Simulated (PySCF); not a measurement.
Distorted geometries of [Eu(H2O)]3+

[Eu(H2O)]3+ (singlet in the valence; each metal's 4f electrons, 6 of them, lie in its core potential, out of spins and levels). PySCF 2.14.0, RKS TPSS, Eu lcecp-1-SVP with ECP52, O def2-SVP, H def2-SVP; non-relativistic Hamiltonian with scalar-relativistic core potentials where named; density fitting; no spin-orbit coupling. Relaxed geometry:

```xyz
4

Eu    0.0000    0.0000   -0.0963
O     0.0000    0.0000    2.1291
H     0.7887    0.0000    2.7635
H    -0.7887    0.0000    2.7635
```

Q: Order these distorted geometries by energy above the relaxed one, lowest first.
A.
```xyz
4

Eu   -0.0353   -0.0196    0.0315
O    -0.0238    0.1084    2.0765
H     0.9181    0.0031    2.7356
H    -0.8589   -0.0919    2.7162
```
B.
```xyz
4

Eu   -0.0220    0.0570   -0.0988
O    -0.0105   -0.1303    2.0905
H     0.8327    0.0301    2.7851
H    -0.8002    0.0432    2.7830
```
C.
```xyz
4

Eu    0.0355   -0.2526    0.0680
O     0.2134   -0.0590    2.0230
H     0.5665    0.1087    2.7873
H    -0.8155    0.2029    2.6815
```

A: B (0.25 eV), A (0.63 eV), C (2.20 eV).

Q: Which forces (eV/Å) act in the one that lies 0.63 eV up?

A: 
```
Eu  -0.05  0.05 -2.97
O    1.32 -1.17  4.69
H   -2.83  0.52 -1.25
H    1.56  0.59 -0.46
```
Forces carry noise of the integration grid, about 0.01 to 0.03 eV/Å.

No frequency check is given that shows the relaxed geometry to be a minimum. An lcecp potential fixes the number of 4f electrons, so in runs with it no electron can move into or out of that shell.
